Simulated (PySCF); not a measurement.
Compound: C8H16BFO2.
SMILES: `B1(CCCCC)OCC[C@@H](O1)F`

The closed-shell ground state was solved at several levels (PySCF, density fitting, gas phase, non-relativistic). One conformer (not necessarily the lowest) at the PBE0-D3(BJ)/def2-SVP geometry, without solvent, vibrations or thermal averaging.

| level | basis functions | total energy (Eh) | HOMO (eV) | LUMO (eV) | gap (eV) | dipole (D) |
| --- | --- | --- | --- | --- | --- | --- |
| CAM-B3LYP/def2-SVPD | 377 | -589.0803 | -9.92 | 0.92 | 10.84 | 2.62 |
| PBE0/pcSseg-1 | 284 | -589.0130 | -8.49 | 1.09 | 9.58 | 2.64 |
| B3LYP/pcJ-1 | 484 | -589.7789 | -8.28 | 0.84 | 9.12 | 2.67 |

Question: Estimate the row for wB97X-D/pcSseg-1, a basis of 284 functions; the other rows only guide the guess.

Answer: Total energy -589.4982 Eh, HOMO -10.40 eV, LUMO 2.98 eV, gap 13.38 eV, dipole 2.71 D.

Question: Over all these levels, which gives the widest orbital gap and which the narrowest?

Answer: wB97X-D/pcSseg-1 (range-separated hybrid) has the widest, 13.38 eV, and B3LYP/pcJ-1 (global hybrid, 20 % exact exchange) the narrowest, 9.12 eV. Functional and basis both differ between the two, so the spread mixes both effects.

Question: How far do the dipole and the HOMO energy spread over the levels?

Answer: The dipole runs from 2.62 to 2.71 D (mean 2.66 D) and the HOMO from -10.40 to -8.28 eV.

Note: wB97X-D ran without an empirical dispersion term, which enters the total energy and its gradient alone.
